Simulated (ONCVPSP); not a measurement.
## Configuration tests for silver (Ag) (ONCV)

ONCVPSP 4.0.1 input, shortened (lines: element, Z, core and valence counts, functional; n l f; lmax; l rc ep ncon nbas qcut; lloc lpopt rc5 dvloc0; l nproj debl; icmod fcfact rcfact), PBEsol, fully relativistic:

```
  Ag 47.00    8    2  -116133      upf
    1    0    2.00
    2    0    2.00
    2    1    6.00
    3    0    2.00
    3    1    6.00
    3    2   10.00
    4    0    2.00
    4    1    6.00
    4    2   10.00
    5    0    1.00
    3
    0    2.10    0.00    5   10    2.40
    1    2.10    0.27    4    8    3.40
    2    1.20    0.00    4    9    7.00
    3    1.60    0.03    4    8    6.00
    4    5    0.75    0.00
    0    2    3.00
    1    3    1.70
    2    2    3.90
    3    2    0.90
    1    0.35    0.00
```

Open shells are filled in proportion to 2j + 1.

Energies are relative to the spin-unpolarised reference configuration 4d10 5s1; without spin polarisation the order of configurations can differ from experiment.

```csv
valence configuration,charge,ΔE all-electron (eV),error AE − PS (meV)
4d9 5s0,+2,29.863,-36
4d10 5s0.5,+0.5,3.021,-2.3
```

(1) What are ΔE and the potential's error for 4d8 5s0?

(2) What are ΔE and the potential's error for 4d10 5s0?

Levels in the configuration 4d9 5s0:

```
   level  all-electron (eV)  pseudo (eV)
4d j=5/2            -28.635      -28.731
4d j=3/2            -29.254      -29.349
```

Note: ghosts flagged at negative energy: s at -324.9 eV, p3/2 at -190.2 eV, p3/2 at -47.9 eV, p1/2 at -240.3 eV, p1/2 at -48.2 eV; GHOST(+) flagged for f7/2 at 30.9 eV, f5/2 at 31.1 eV, s at 65.5 eV, p3/2 at 433.1 eV. A true bound ghost makes a file unfit for plane-wave use.

## Answers

(1) ΔE = 66.043 eV all-electron; the error (AE − PS) is -254 meV.

(2) ΔE = 7.748 eV all-electron; the error (AE − PS) is -12 meV.
